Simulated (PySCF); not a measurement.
# Electronic structure of Ru⁺ (ruthenium, charge +1) at the UHF level

Configuration: [Kr] 4d6 5s1, high-spin 6D determinant (an excited configuration). Calculation: PySCF 2.14, in aug-cc-pwCVTZ-PP with ECP28MDF; scalar relativity through the core potential.

```
Total energy                                                  : -93.572919 hartree
One-electron energy                                           : -158.6206 hartree
Hartree (Coulomb) energy                                      : 74.2917 hartree
Exchange energy                                               : -9.2439 hartree
⟨S²⟩                                                          : 8.7530
⟨L²⟩                                                          : 6.034
Sum of ⟨r⟩                                                    : 21.28 bohr
Sum of ⟨r²⟩                                                   : 38.46 bohr²
Traceless quadrupole moment −½Σ⟨3z² − r²⟩ along its main axis : 0.664 e·bohr²
```

| shell | electrons | mean orbital energy (eV) | spread (eV) | rms radius, mean of both spins (bohr) |
| --- | --- | --- | --- | --- |
| 4s α | 1 | -108.70 | 0 | 1.10 |
| 4s β | 1 | -101.47 | 0 | 1.10 |
| 4p α | 3 | -74.009 | 1.588 | 1.21 |
| 4p β | 3 | -65.071 | 1.320 | 1.21 |
| 4d α | 5 | -23.035 | 1.841 | 1.69 |
| 4d β | 1 | -18.895 | 0 | 1.69 |
| 5s α | 1 | -14.734 | 0 | 3.19 |

Energies and moments cover only the electrons outside the core potential.
